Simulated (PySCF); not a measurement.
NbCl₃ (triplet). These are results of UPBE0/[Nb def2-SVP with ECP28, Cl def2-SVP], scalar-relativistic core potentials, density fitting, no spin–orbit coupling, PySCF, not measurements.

Harmonic bands of its minimum:

```csv
ω (cm⁻¹),IR (km/mol)
41,12.2
76,6.6
101,0.5
373,0.0
384,150
449,115
```

**Question.** The central atom is Nb. Infer the point group and assign the bands.

**Answer.** C2v. The modes span 2b2 + b1 + 3a1: 41 b2, 76 b1, 101 a1, 373 a1, 384 b2, 449 a1. The computed geometry has Nb–Cl 2.276 Å, Nb–Cl 2.293 Å (×2); Cl–Nb–Cl 109.0°, Cl–Nb–Cl 125.5° (×2).

Other isomers or separated fragments may lie lower. With open d or f shells other occupations or spin states may lie lower.
